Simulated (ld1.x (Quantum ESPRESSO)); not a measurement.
Scattering properties, TM potential for antimony

| Property | Result |
| --- | --- |
| Element | Sb |
| Generator | ld1.x (Quantum ESPRESSO) 7.5 |
| Type | norm-conserving Troullier–Martins (Kleinman–Bylander form) |
| Functional | PBEsol |
| Relativity | fully relativistic |
| Frozen core | [Kr] |
| Valence charge | 15 |
| Reference configuration | 4d10 5s2 5p3 |
| Partial waves | 5s (bound): rc 1.75 bohr; 5p (bound): rc 2.15 bohr; 4f channel at 0.05 Ry: rc 2.10 bohr; 4d (bound): rc 1.55 bohr |
| Local potential | the d channel |
| Core correction | Bessel-smoothed model core inside 1.35 bohr |

Open shells are filled in proportion to 2j + 1 (rel_dist='average').

The phase is arctan(r·u′/u) with u = r·R(r), unwrapped; energies in Ry, scanned from -4 to 5 Ry. A pole is an energy at which the radial function vanishes at the test radius. The pseudo phase is shifted by a multiple of π to meet the all-electron one at the reference energy, and phase errors are pseudo minus all-electron; the curves can meet again beyond the range given. Levels narrower than the energy grid can be missing from the lists of poles.

| channel | radius (bohr) | reference energy (Ry) | poles, all-electron | poles, pseudo | unbroken range about the reference energy with phases within 0.05 rad | phase error 1 Ry above the reference energy (rad) |
| --- | --- | --- | --- | --- | --- | --- |
| s | 2.34 | -0.95 | 1.07 | 0.98 | below 2.6 | -0.004 |
| p1/2 | 2.34 | -0.39 | 2.39 | -3.92, 2.34 | -3.8 to 5.0 | -0.001 |
| p3/2 | 2.34 | -0.34 | 2.68 | 2.56 | below 4.7 | -0.003 |
| d3/2 | 2.34 | -2.51 | -2.40 | -2.35 | not even at the reference energy | +0.007 |
| d5/2 | 2.34 | -2.42 | -2.31 | -2.35 | not even at the reference energy | -0.003 |
| f5/2 | 2.34 | 0.05 | 2.90 | 3.14 | below 1.5 | +0.006 |
| f7/2 | 2.34 | 0.05 | 2.90 | 3.15 | below 1.5 | +0.006 |

Note: ghost states, extra bound levels that the all-electron valence spectrum of the same l lacks: s at -176.5 eV, p3/2 at -61.3 eV, p1/2 at -53.5 eV. A true bound ghost makes a file unfit for plane-wave use. The potential misses its own reference levels by up to 0.8 eV.

Phases in the f5/2 channel:

| E (Ry) | all-electron | pseudo |
| --- | --- | --- |
| -4.00 | 1.381 | 1.381 |
| -3.76 | 1.376 | 1.376 |
| -3.52 | 1.371 | 1.371 |
| -3.28 | 1.366 | 1.366 |
| -3.04 | 1.360 | 1.360 |
| -2.80 | 1.354 | 1.354 |
| -2.56 | 1.347 | 1.347 |
| -2.32 | 1.339 | 1.339 |
| -2.08 | 1.331 | 1.331 |
| -1.84 | 1.321 | 1.321 |
| -1.60 | 1.311 | 1.311 |
| -1.36 | 1.299 | 1.299 |
| -1.12 | 1.285 | 1.285 |
| -0.88 | 1.269 | 1.269 |
| -0.64 | 1.250 | 1.250 |
| -0.40 | 1.227 | 1.227 |
| -0.16 | 1.198 | 1.198 |
| 0.08 | 1.163 | 1.163 |
| 0.32 | 1.115 | 1.115 |
| 0.56 | 1.049 | 1.050 |
| 0.80 | 0.952 | 0.953 |
| 1.04 | 0.793 | 0.799 |
| 1.28 | 0.508 | 0.528 |
| 1.52 | -0.007 | 0.049 |
| 1.76 | -0.637 | -0.555 |
| 2.00 | -1.057 | -0.985 |
| 2.24 | -1.287 | -1.226 |
| 2.48 | -1.424 | -1.368 |
| 2.72 | -1.517 | -1.461 |
| 2.96 | -1.589 | -1.529 |
| 3.20 | -1.649 | -1.582 |
| 3.44 | -1.706 | -1.627 |
| 3.68 | -1.765 | -1.668 |
| 3.92 | -1.832 | -1.708 |
| 4.16 | -1.917 | -1.748 |
| 4.40 | -2.036 | -1.792 |
| 4.64 | -2.223 | -1.842 |
| 4.88 | -2.549 | -1.903 |
